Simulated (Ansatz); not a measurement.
Cost and result for the atomization energy of CH6GeOS (`OC[S][GeH3]`) (10 atoms, 9 bonds).

```xyz
10

O     0.6256   -1.4649   -1.3846
C     0.7157   -0.0811   -1.2684
S     1.2898    0.5228    0.3619
Ge   -0.6412    0.5388    1.4461
H    -0.0173   -1.7923   -0.7490
H     1.4779    0.2450   -1.9760
H    -0.2252    0.4233   -1.5150
H    -0.3364    0.9366    2.8934
H    -1.2808   -0.8647    1.4070
H    -1.6083    1.5364    0.7848
```

The species carries charge 0 and has multiplicity 1. Correlated methods include outer-core shells of Ge, which these sets cover unevenly. Scalar relativity is left out up to krypton. Geometry: relaxed with PBE0-D4/def2-TZVP. It is one conformer, not always the lowest. Program: Ansatz. All runs use 4 threads of an Arm Neoverse V1 on a shared host. Times are those of one run each, without the atoms' runs, and a repeat can differ threefold. Electronic energies, without spin–orbit coupling; frozen cores. CCSD(T)/CBS adds CCSD(T) − MP2 in def2-TZVPP to the MP2 limit, and its time is that of the two runs behind it. T1 = 0.012. With those shells the extrapolation isn't a true limit. B3LYP takes the VWN-RPA correlation (the form of Gaussian; ORCA's B3LYP/G).

CCSD(T)/CBS is a level of theory with its own doubt, some kJ/mol a heavy atom from the limit and from the frozen cores, so smaller differences don't rank the functionals.

| level | functions | wall time |
| --- | --- | --- |
| PBE-D4/def2-TZVPP (with forces) | 236 | 2.5 s |
| PBE0-D4/def2-TZVPP | 236 | 3.2 s |
| B3LYP-D4/def2-TZVPP (with forces) | 236 | 4.9 s |
| r2SCAN-D4/def2-TZVPP (with forces) | 236 | 5.5 s |
| B2PLYP/def2-TZVPP | 236 | 6 s |
| ωB97X-V/def2-TZVPP | 236 | 8 s |
| ωB97M-V/def2-TZVPP (with forces) | 236 | 12 s |
| MP2/def2-QZVPP | 453 | 24 s |
| CCSD(T)/def2-TZVPP | 236 | 2.7 min |
| CCSD(T)/CBS(def2) | – | 3.1 min |

**Question.** What atomization energy does each give, and how far from CCSD(T)/CBS? (Best estimate.)

**Answer.** Computed: 
| level | atomization (kcal/mol) | difference from CCSD(T)/CBS | per bond |
| --- | --- | --- | --- |
| PBE-D4/def2-TZVPP (with forces) | 776.3 | 8.1 | 0.9 |
| PBE0-D4/def2-TZVPP | 762.6 | -5.6 | -0.6 |
| B3LYP-D4/def2-TZVPP (with forces) | 761.4 | -6.8 | -0.8 |
| r2SCAN-D4/def2-TZVPP (with forces) | 767.9 | -0.3 | 0.0 |
| B2PLYP/def2-TZVPP | 753.2 | -15.0 | -1.7 |
| ωB97X-V/def2-TZVPP | 769.7 | 1.5 | 0.2 |
| ωB97M-V/def2-TZVPP (with forces) | 765.8 | -2.4 | -0.3 |
| MP2/def2-QZVPP | 766.0 | -2.2 | -0.2 |
| CCSD(T)/def2-TZVPP | 748.2 | -20.0 | -2.2 |
| CCSD(T)/CBS(def2) | 768.2 | 0.0 | 0.0 |

The D4 term adds +8.0 kcal/mol with B3LYP and +4.2 kcal/mol with PBE0; it sums over pairs of atoms, weighted by their polarisabilities, and B3LYP, whose exchange is more repulsive, gets the larger term. In def2-TZVPP, CCSD(T) changes the Hartree–Fock value by +212.5 kcal/mol (the triples alone add +12.3 kcal/mol) and MP2 by +218.6 kcal/mol; breaking electron pairs costs correlation energy, which Hartree–Fock lacks. From PBE to PBE0 (25 % exact exchange), in def2-TZVPP and without D4, the atomization energy moves by −12.9 kcal/mol: exact exchange takes away binding that semilocal exchange gives to molecules.
